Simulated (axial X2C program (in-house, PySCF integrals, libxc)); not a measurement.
**Spin–orbit effects down a group: molecules with Br (ions), CCSD(T)**

All values come from calculations with an in-house all-electron X2C program for linear molecules (integrals from PySCF), spin-free (one-electron X2C) or two-component (2c: spin–orbit coupling with atomic mean-field Coulomb and Gaunt terms, which also bring small scalar terms), in Dyall basis sets with cores contracted in-house; open shells are unrestricted.

Basis sets: Be dyall-av3z, Br dyall-acv3z, Ca dyall-acv3z, Mg dyall-av3z, Sr dyall-acv3z. Frozen shells (counts by l): BeBr⁻ Br 3s2p1d, Be 1s, 10 electrons correlated; MgBr⁻ Br 3s2p1d, Mg 2s1p, 10 electrons correlated; CaBr⁻ Br 3s2p1d, Ca 3s2p, 10 electrons correlated; SrBr⁻ Sr 4s3p1d, Br 3s2p1d, 10 electrons correlated. Coupled cluster in natural virtuals with an MP2 remainder. Where the outer core of a metal is frozen, bonds come out longer and ionisation energies lower.

| molecule | spin-free state | Re (Å) | ωe (cm⁻¹) | De (eV) | 2c state | Re 2c (Å) | ωe 2c (cm⁻¹) | De 2c (eV) |
| --- | --- | --- | --- | --- | --- | --- | --- | --- |
| BeBr⁻ | M_S = 0, Λ = 0 | 2.133 | 441.2 | 1.18 | Ω = 0 | 2.134 | 440.7 | 1.18 |
| MgBr⁻ | M_S = 0, Λ = 0 | 2.583 | 227.3 | 1.07 | Ω = 0 | 2.584 | 227.0 | 1.06 |
| CaBr⁻ | M_S = 0, Λ = 0 | 2.796 | 207.4 | 1.59 | Ω = 0 | 2.797 | 207.1 | 1.59 |
| SrBr⁻ | M_S = 0, Λ = 0 | 2.937 | 159.7 | 1.63 | Ω = 0 | 2.938 | 159.5 | 1.63 |

Question: Work out the shifts from the spin-free to the two-component result.

Answer: 

| molecule | 2c state | ΔRe (Å) | Δωe (cm⁻¹) | ΔDe (eV) |
| --- | --- | --- | --- | --- |
| BeBr⁻ | Ω = 0 | 0.001 | -0.5 | 0.00 |
| MgBr⁻ | Ω = 0 | 0.001 | -0.3 | -0.01 |
| CaBr⁻ | Ω = 0 | 0.001 | -0.3 | 0.00 |
| SrBr⁻ | Ω = 0 | 0.001 | noise | 0.00 |

Shifts of one unit in the last digit are rounding. Where the truncated virtual spaces of the two runs make Δωe unreliable it is marked noise.

Fragments in 2c: Br- + Be, Br- + Mg, Br- + Ca, Sr + Br-. Each entry is the lowest single determinant of a limited PBE0 search at one distance. De goes to single-determinant-based atoms at the same level (for ions the charge split of lowest energy) and is withheld (n/a) where an atom does not fit its ground term or J level. Main or longest-lived isotopes.
